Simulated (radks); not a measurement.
All-electron atom: Tc36+ in [He] 2s2 2p3. Method: Dirac Kohn-Sham, PBE, spin-unpolarised, spherical densities, point nucleus; open shells are shared between the two j in proportion to 2j + 1; computed with a radial shooting solver on a logarithmic mesh with Libxc functionals. Some entries of the table are withheld. Estimate them.

| orbital | occ. | eigenvalue (eV) | <r^2> (bohr^2) |
|---|---|---|---|
| 1s1/2 | 2 | -23501.52 | 0.001576 |
| 2s1/2 | 2 | -5254.902 | 0.02394 |
| 2p1/2 | 1 | -5098.765 | 0.01763 |
| 2p3/2 | 2 | -4965.966 | 0.01876 |
| 3s1/2 | 0 | -2201.714 | 0.1282 |
| 3p1/2 | 0 | (1) | 0.1157 |
| 3p3/2 | 0 | (2) | 0.1199 |
| 3d3/2 | 0 | (3) | (4) |
| 3d5/2 | 0 | (5) | (6) |

Answer. 
(1) 3p1/2 eigenvalue (eV): -2149.981
(2) 3p3/2 eigenvalue (eV): -2113.640
(3) 3d3/2 eigenvalue (eV): -2053.059
(4) 3d3/2 <r^2> (bohr^2): 0.08769
(5) 3d5/2 eigenvalue (eV): -2043.400
(6) 3d5/2 <r^2> (bohr^2): 0.08884
